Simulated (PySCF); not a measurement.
Computed shifts of a molecule C2H4BNO2, PBE0/pcSseg-1 (PySCF), GIAO, gas phase, equivalent atoms averaged, in ppm (number of nuclei): ¹³C: 181.4 (1), 100.8 (1). ¹⁵N: 471.7 (1). ¹H: 8.72 (1), 6.04 (2), 4.68 (1). References: ¹⁷O against H2O (σ = 334.2 ppm); ¹¹B against BF3 (σ = 88.8 ppm); ¹³C against TMS (σ = 186.3 ppm); ¹⁵N against NH3 (σ = 267.4 ppm); ¹H against TMS (σ = 31.56 ppm), references at their B3LYP-D3(BJ)/def2-TZVP geometries, non-relativistic. Geometry optimised at B3LYP-D3(BJ)/def2-SVP. One conformer was computed; it need not be the lowest.

Task: Pick the molecule that these values belong to.
A. OB1C=NCO1
B. OCB1N=CO1
C. CB(O)N=C=O
D. CC1=NB(O)O1

Result: A, OB1C=NCO1
